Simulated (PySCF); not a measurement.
Two-dimensional NMR puzzle

Compound of formula C5H11O4P. Correlations simulated from computed shifts and the bond graph:

HSQC (one-bond C–H):
```csv
δH,δC
4.20,75.8
4.08,54.4
4.06,75.8
2.14,34.8
0.75,12.5
```

COSY cross peaks (H two or three bonds apart, from the bond graph; peaks can be absent where the dihedral angle is near 90°):
```csv
δH,δH
4.20,4.06
4.20,2.14
4.06,2.14
2.14,0.75
```

HMBC (two and three bonds, from the bond graph):
```csv
δH,δC
4.20,"75.8, 34.8, 12.5"
4.06,"75.8, 34.8, 12.5"
2.14,"75.8, 12.5"
0.75,"75.8, 34.8"
```

- geometry from GFN2-xTB
- PBE0/pcSseg-1 with gauge-including orbitals
- code: PySCF
- one conformer, isolated molecule, rapidly exchanging positions averaged, non-relativistic

δ = σ(ref) − σ, references computed at the same level: TMS for 1H (σref 31.72) and 13C (σref 186.93).

Exchangeable hydrogens are left out of these lists.

Question: Assemble the structure.

Answer: SMILES CO[P@]1(=O)OC[C@H](C)CO1.

Structure with atom numbers: `[CH3:1][O:2][P@:3]1(=[O:4])[O:5][CH2:6][C@H:7]([CH3:8])[CH2:9][O:10]1`. Hydrogens are named by the atom that carries them. Ha(C6), Ha(C9) are cis to C8 on the ring; Hb(C6), Hb(C9) are trans to C8 on the ring.

1. δC 75.8 is C6/C9, an sp3 CH2 bonded to O (δH 4.20, 4.06).
2. δC 54.4 is C1, a methyl carbon bonded to O (δH 4.08).
3. δC 34.8 is C7, an sp3 CH in a ring (δH 2.14).
4. δC 12.5 is C8, a methyl carbon (δH 0.75).
5. COSY links 4.20–4.06, 4.20–2.14, 4.06–2.14, 2.14–0.75.

The shifts were computed for this structure.

Shifts are as computed. Against solution values, carbons near 30 ppm lie about +3 ppm off and those near 130 ppm about +5 ppm. Of 1211 compounds with measured shifts, 218 miss one by over three times the rms of a fit or turn the order of signals round; such compounds aren't used in these exercises.
